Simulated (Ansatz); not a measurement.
Species: GaBr2, charge 0, doublet. GaBr2 (SMILES [Br][Ga][Br], doublet).
B3LYP-D3(BJ)/def2-TZVP minimum from Ansatz (a program for electronic structure):
```
Ga
Br 1 2.3445
Br 1 2.3445 2 120.26
```
Charge 0, spin multiplicity 2.

Wanted: atomisation energy (electronic, to ground-state atoms), in kJ/mol. UHF or UKS for unpaired electrons; spin-orbit terms are left out. Cores are frozen in correlated methods (noble-gas shells, and filled d and f shells in the p block). No relativity. CBS(X,Y): correlation extrapolated as X^-3, Hartree-Fock from the larger set (Q,5: extrapolated as (X+1)exp(-9√X)). A bracket is a step between two methods taken in the basis named. Where a partner has so few electrons that a lower coupled-cluster level is exact, that level stands in. Spin-orbit terms, left out, reach several kcal/mol for Br and I, and more for heavier atoms. The spin of Br2Ga ([Br][Ga][Br], doublet) was assumed, and the state is the lowest solution found for it.

CCSD(T)/CBS(cc-pVQZ,cc-pV5Z) + [CCSDT(Q) - CCSD(T)]/cc-pVTZ (Ansatz) gives 611.8 kJ/mol.

Task: How far off this value is PBE/def2-TZVPD (Ansatz), in which direction, and how far these levels: r2SCAN/def2-TZVPD, PBE0/def2-TZVPD, wB97M-V/def2-TZVPD, CCSD(T)/CBS(cc-pVQZ,cc-pV5Z)?

Result: PBE gives 618.1 kJ/mol, 6.3 kJ/mol above it. Differences of the others: r2SCAN/def2-TZVPD (Ansatz) 22.0; PBE0/def2-TZVPD (Ansatz) -3.6; wB97M-V/def2-TZVPD (Ansatz) -25.6; CCSD(T)/CBS(cc-pVQZ,cc-pV5Z) (Ansatz) -1.1 kJ/mol.
